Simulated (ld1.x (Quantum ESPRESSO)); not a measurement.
**What one change does to a pseudopotential (nitrogen, TM)**

| Property | Result |
| --- | --- |
| Element | N (Z = 7) |
| Generator | ld1.x (Quantum ESPRESSO) 7.5 |
| Type | norm-conserving Troullier–Martins (Kleinman–Bylander form) |
| Functional | PBEsol |
| Relativity | scalar-relativistic |
| Frozen core | [He] |
| Valence charge | 5 |
| Reference configuration | 2s2 2p2 (charge +1) |
| Partial waves | 2s (bound): rc 1.10 bohr; 2p (bound): rc 1.30 bohr; 3d channel at 0.1 Ry: rc 1.10 bohr |
| Local potential | all-electron potential smoothed inside 1.00 bohr (lloc = -1) |
| Core correction | Bessel-smoothed model core, default radius (core density twice the valence density) |

Change: core correction Bessel-smoothed model core inside 1.32 bohr.

Cutoffs: the cutoffs (Ry, on a coarse ladder) from which the occupation-weighted sum of valence levels, in a spherical-Bessel basis at the reference potential, stays within 10 and 1 mRy of its value at 400 Ry; they do not see the model core or the augmentation charge, which bear on the density cutoff. Errors are all-electron minus pseudo energies relative to the spin-unpolarised reference configuration.

Question: Predict the effect on cutoff, ghosts and configuration errors.

Answer: The potential gets neither clearly harder nor softer (70 Ry and 120 Ry → 70 Ry and 120 Ry); of the 7 tests that both files solve, the error grows in 7 and shrinks in 0 by more than 15 % and 0.3 meV (median size 33.2 → 41.0 meV); neither file shows a bound ghost. The default core radius of the base comes out at 0.42 bohr. A wider model core is smoother and lowers the density cutoff, which this test does not measure.

| quantity | base | changed |
| --- | --- | --- |
| cutoff, loose | 70 Ry | 70 Ry |
| cutoff, tight | 120 Ry | 120 Ry |
| bound ghosts | none | none |
| error for 2s2 2p3, meV [ΔE -13.52 eV] | +7.2 | +8.6 |
| error for 2s2 2p1, meV [ΔE 28.74 eV] | +33 | +41 |
| error for 2s2 2p0, meV [ΔE 75.62 eV] | +253 | +321 |
| error for 2s1 2p3, meV [ΔE 11.71 eV] | +11 | +17 |
| error for 2s1 2p0, meV [ΔE 153.14 eV] | +460 | +621 |
| error for 2s0 2p5, meV [ΔE 9.37 eV] | +68 | +90 |
| error for 2s2 2p3.3, meV [ΔE -15.12 eV] | +8.8 | +11 |
| s: phases at 1.40 bohr within 0.05 rad from the reference energy up to (Ry; the scan ends near 5) | to the end of the scan | to the end of the scan |
| p: phases at 1.40 bohr within 0.05 rad from the reference energy up to (Ry; the scan ends near 5) | to the end of the scan | to the end of the scan |
| d: phases at 1.40 bohr within 0.05 rad from the reference energy up to (Ry; the scan ends near 5) | to the end of the scan | to the end of the scan |
